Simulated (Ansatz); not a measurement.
C₂H₆BF₂N (`CN(BF)CF`), relaxed with RKS PBE-D4/def2-SVP in Ansatz from a rough embedded geometry. The force threshold is 0.03 eV/Å; the program also tests the step.

Total charge 0; spin multiplicity 1.

Start:

```xyz
12

C     0.242    1.292   -0.350
N     0.496   -0.146   -0.009
B     0.190   -0.330    1.459
F     1.236   -0.761    2.465
C    -0.381   -1.053   -0.786
F     0.007   -1.008   -2.123
H     0.940    1.933    0.219
H     0.544    1.387   -1.424
H    -0.748    1.585   -0.235
H    -0.873   -0.069    1.914
H    -0.229   -2.079   -0.458
H    -1.424   -0.751   -0.673
```

| step | energy (eV) | largest force (eV/Å) | largest move (Å) |
| --- | --- | --- | --- |
| 1 | -9754.0521 | 3.699 | 0.000 |
| 2 | -9754.6286 | 3.122 | 0.192 |
| 3 | -9754.8900 | 0.708 | 0.200 |
| 4 | -9755.0539 | 0.486 | 0.199 |
| 5 | -9755.2331 | 0.675 | 0.195 |
| 6 | -9755.4257 | 0.867 | 0.195 |
| 7 | -9755.6176 | 0.781 | 0.195 |
| 8 | -9755.7746 | 0.660 | 0.191 |
| 9 | -9755.8861 | 0.442 | 0.200 |
| 10 | -9755.9664 | 0.311 | 0.200 |
| 11 | -9756.0142 | 0.305 | 0.200 |
| 12 | -9756.0325 | 0.133 | 0.200 |
| 13 | -9756.0343 | 0.248 | 0.067 |
| 14 | -9756.0367 | 0.037 | 0.023 |
| 15 | -9756.0370 | 0.010 | 0.015 |

End:

```xyz
12

C    -0.053    1.332   -0.360
N    -0.004   -0.024    0.173
B     0.420   -0.301    1.495
F     0.479   -1.575    1.922
C    -0.326   -1.065   -0.756
F     0.646   -1.173   -1.748
H     0.254    2.051    0.422
H     0.630    1.439   -1.227
H    -1.081    1.592   -0.697
H     0.716    0.600    2.256
H    -0.390   -2.030   -0.213
H    -1.292   -0.845   -1.268
```

It took 23 s on 4 threads of an Intel Xeon Platinum 8375C on a shared host, with 0.17 GiB of host memory at the peak.
